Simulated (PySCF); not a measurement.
Molecule: SMILES Cl[B-](Cl)(Cl)Cl, [BCl$_{4}$]-.

Atom-mapped SMILES (the numbers label the heavy atoms): `[Cl:1][B-:2]([Cl:3])([Cl:4])[Cl:5]`.

Geometry PBE0-D3(BJ)/def2-SVP throughout; GIAO in PySCF 2.14.0 with density-fitted response routines, gas phase, one conformer, non-relativistic; equivalent atoms averaged; functional PBE0.

(1) How do the shifts δ (against HCl, BF3·OEt2 at the same level) depend on the basis set? (ppm; last column core-seconds on shared hosts with different chips, so compare them loosely)

(2) Which nucleus moves most, in ppm?

(3) Taking the largest basis, IGLO-III (211 functions), as the yardstick, rank the others by their worst heavy-atom deviation.

Results:

(1) 
| basis set | functions | Cl1/Cl3/Cl4/Cl5 | B2 | core-s |
| --- | --- | --- | --- | --- |
| STO-3G | 41 | -33.6 | 18.4 | 1.8 |
| 6-31G | 61 | 137.3 | 16.5 | 3.6 |
| pcSseg-0 | 61 | 111.8 | 24.9 | 2.4 |
| 6-31G* | 86 | 126.5 | 15.7 | 4.9 |
| def2-SVP | 86 | 123.3 | 13.8 | 4 |
| cc-pVDZ | 86 | 127.1 | 15.3 | 4 |
| pcSseg-1 | 113 | 154.2 | 11.6 | 7.1 |
| aug-cc-pVDZ | 131 | 175.2 | 12.4 | 6.7 |
| cc-pVTZ | 166 | 165.0 | 13.5 | 10 |
| 6-311+G(2d,p) | 167 | 179.5 | 11.5 | 11 |
| def2-TZVP | 179 | 177.1 | 14.2 | 12 |
| pcSseg-2 | 208 | 174.7 | 14.2 | 14 |
| IGLO-III | 211 | 191.8 | 12.5 | 12 |

(2) Cl1/Cl3/Cl4/Cl5 (chlorine bonded to B): from -33.6 ppm with STO-3G to 191.8 ppm with IGLO-III. The smallest spread is 13.4 ppm, at B2.

(3) 6-311+G(2d,p) 12.2 ppm (167 functions), def2-TZVP 14.7 ppm (179 functions), aug-cc-pVDZ 16.5 ppm (131 functions), pcSseg-2 17.0 ppm (208 functions), cc-pVTZ 26.7 ppm (166 functions), pcSseg-1 37.6 ppm (113 functions), 6-31G 54.5 ppm (61 functions), cc-pVDZ 64.7 ppm (86 functions), 6-31G* 65.2 ppm (86 functions), def2-SVP 68.5 ppm (86 functions), pcSseg-0 79.9 ppm (61 functions), STO-3G 225.4 ppm (41 functions).

A small basis that lands close on one nucleus may do so by chance; judge by the trend and by all nuclei.
